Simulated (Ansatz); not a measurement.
Basis sets compared for cyclo-(F2GeNMe)3 (C₃H₉F₆Ge₃N₃). The state is a singlet with charge 0. Geometry PBE-D4/def2-SVP. Ansatz on 2 threads of AMD EPYC 7R13 on a shared host and a share (18 GiB) of an NVIDIA H100 80GB HBM3; times are rough, and most runs start from earlier orbitals.

```xyz
24

Ge    0.314   -0.022    1.848
F     0.721    1.216    3.012
F     0.246   -1.440    2.868
N     1.615   -0.286    0.608
C     2.950   -0.717    1.074
Ge    1.376    0.051   -1.165
F     2.376   -1.063   -2.068
F     2.031    1.600   -1.644
N    -0.348   -0.173   -1.706
C    -0.608   -0.515   -3.120
Ge   -1.770    0.099   -0.610
F    -2.856   -1.259   -0.790
F    -2.790    1.422   -1.127
N    -1.278    0.457    1.106
C    -2.272    1.118    1.982
H     3.483   -1.238    0.254
H     3.572    0.137    1.416
H     2.843   -1.436    1.911
H    -1.486   -1.188   -3.189
H     0.262   -1.058   -3.540
H    -0.799    0.385   -3.742
H    -1.749    1.727    2.745
H    -2.926    0.385    2.499
H    -2.907    1.797    1.379
```

The 6-31G sets use Cartesian d functions. Single mean-field runs in def2-TZVP are fitted with def2-universal-jkfit.

Binding counts from free atoms (Ge triplet, F doublet, N quartet, C triplet, H doublet) in the same basis, without a counterpoise term.

| level | functions | energy (Eh) | HOMO (eV) | LUMO (eV) | binding per atom (eV) | wall time |
| --- | --- | --- | --- | --- | --- | --- |
| HF/STO-3G | 123 | -7022.4418 | -8.38 | 8.10 | 3.02 | 15 s |
| HF/6-31G | 213 | -7104.0385 | -12.23 | 1.90 | 2.53 | 16 s |
| PBE-D4/def2-SVP | 309 | -7111.0907 | -6.61 | -2.30 | 4.18 | 22 s |
| PBE0-D4/def2-SVP | 309 | -7111.2711 | -8.18 | -1.31 | 4.05 | 20 s |

Estimate the rows for PBE-D4/def2-TZVP, PBE0-D4/def2-TZVP (with forces).


| level | functions | energy (Eh) | HOMO (eV) | LUMO (eV) | binding per atom (eV) | wall time |
| --- | --- | --- | --- | --- | --- | --- |
| PBE-D4/def2-TZVP | 570 | -7112.9507 | -6.76 | -2.56 | 4.14 | 23 s |
| PBE0-D4/def2-TZVP (with forces) | 570 | -7113.1244 | -8.25 | -1.51 | 4.02 | 26 s |
